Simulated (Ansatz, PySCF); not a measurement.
System: MgH, charge 0, multiplicity 2. 
Geometry from a B3LYP-D3(BJ)/def2-TZVP (Ansatz, a program for electronic structure) optimisation:
```xyz
2

Mg     0.0000     0.0000    -0.1341
H      0.0000     0.0000     1.6090
```
Charge 0, spin multiplicity 2.

Dipole moments at this geometry, in debye (magnitudes).

| level | program | dipole (D) |
|---|---|---|
| BLYP/def2-TZVPD | PySCF | 1.28 |
| revPBE/def2-TZVPD | Ansatz | 1.21 |
| B97M-V/def2-TZVPD | Ansatz | 1.52 |
| PBE0/def2-TZVPD | Ansatz | 1.28 |
| BHLYP/def2-TZVPD | Ansatz | 1.43 |
| TPSSh/def2-TZVPD | PySCF | 1.20 |
| r2SCANh/def2-TZVPD | Ansatz | 1.37 |
| PW6B95/def2-TZVPD | PySCF | 1.38 |
| HSE06/def2-TZVPD | Ansatz | 1.28 |
| LC-wPBE/def2-TZVPD | Ansatz | 1.34 |
| wB97M-V/def2-TZVPD | Ansatz | 1.54 |
| wB97X-V/def2-TZVPD | Ansatz | 1.34 |
| CCSD(T)/def2-SVPD | Ansatz | 1.30 |
